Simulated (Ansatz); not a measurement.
C$_{3}$H$_{5}$O, charge -1, singlet, at a GFN2-xTB geometry (a gas-phase anion, which may not be bound at this level). Base run: CCSD/pcseg-1 in Ansatz (an electronic-structure program).

Here is a job for Ansatz.
Ansatz 0.2 input:
```yaml
crystal:
  periodic: [false, false, false]
  atoms:
    - {symbol: O, position_ang: [-0.67653394, 0.12080852, 1.21849510]}
    - {symbol: C, position_ang: [-0.06126888, 0.12894007, 0.10847307]}
    - {symbol: C, position_ang: [0.32612189, 1.21183915, -0.61146032]}
    - {symbol: C, position_ang: [0.29018244, -1.25671085, -0.49963221]}
    - {symbol: H, position_ang: [0.90307626, -1.82217287, 0.20553908]}
    - {symbol: H, position_ang: [0.12514782, 2.21732524, -0.26908379]}
    - {symbol: H, position_ang: [0.85011731, 1.12295012, -1.55489426]}
    - {symbol: H, position_ang: [0.83013761, -1.16372880, -1.44247163]}
    - {symbol: H, position_ang: [-0.62642017, -1.82525203, -0.67133345]}
basis:
  gaussian:
    orbitals: pcseg-1.json
total_charge: -1
magnetization: {spin_polarized: false}
correlation: {method: ccsd}
```
The basis file holds pcseg-1 in the JSON format of the Basis Set Exchange.

Each row names what was changed in the base input (with any setting that the change needs).

```json
[
 {"change": "base", "ΔE vs base (kcal/mol)": "0.000", "MP2 correlation (Eh)": "-0.60628", "CC correlation without the perturbative part (Eh)": "-0.63625", "basis functions": "81"},
 {"change": "diis_vectors = 2", "ΔE vs base (kcal/mol)": "0.000", "MP2 correlation (Eh)": "-0.60628", "CC correlation without the perturbative part (Eh)": "-0.63625", "basis functions": "81"},
 {"change": "lower_state_search = off", "ΔE vs base (kcal/mol)": "0.000", "MP2 correlation (Eh)": "-0.60628", "CC correlation without the perturbative part (Eh)": "-0.63625", "basis functions": "81"},
 {"change": "fitting = cc-pVTZ-JKFIT (mean field), cc-pVTZ-RIFIT (correlation)", "ΔE vs base (kcal/mol)": "0.045", "MP2 correlation (Eh)": "-0.60623", "CC correlation without the perturbative part (Eh)": "-0.63623", "basis functions": "81"},
 {"change": "method = bccd_t", "ΔE vs base (kcal/mol)": "-13.05", "MP2 correlation (Eh)": "-0.60628", "CC correlation without the perturbative part (Eh)": "-0.63475", "basis functions": "81"},
 {"change": "method = ccsd_t", "ΔE vs base (kcal/mol)": "-12.89", "MP2 correlation (Eh)": "-0.60628", "CC correlation without the perturbative part (Eh)": "-0.63625", "basis functions": "81"},
 {"change": "accuracy = high", "ΔE vs base (kcal/mol)": "-0.003", "MP2 correlation (Eh)": "-0.60628", "CC correlation without the perturbative part (Eh)": "-0.63625", "basis functions": "81"},
 {"change": "method = bccd", "ΔE vs base (kcal/mol)": "___", "MP2 correlation (Eh)": "-0.60628", "CC correlation without the perturbative part (Eh)": "-0.63475", "basis functions": "81"},
 {"change": "method = mp2", "ΔE vs base (kcal/mol)": "___", "MP2 correlation (Eh)": "-0.60628", "CC correlation without the perturbative part (Eh)": "-", "basis functions": "81"},
 {"change": "reference functional = pbe0", "ΔE vs base (kcal/mol)": "___", "MP2 correlation (Eh)": "-", "CC correlation without the perturbative part (Eh)": "___", "basis functions": "81"}
]
```

### Question
Some entries are withheld; supply them.

### Answer

- method = bccd, ΔE vs base (kcal/mol): 0.94
- method = mp2, ΔE vs base (kcal/mol): 18.81
- reference functional = pbe0, ΔE vs base (kcal/mol): 2.26
- reference functional = pbe0, CC correlation without the perturbative part (Eh): -0.65080

A gas-phase anion may not be bound at this level; its values then depend on the basis.
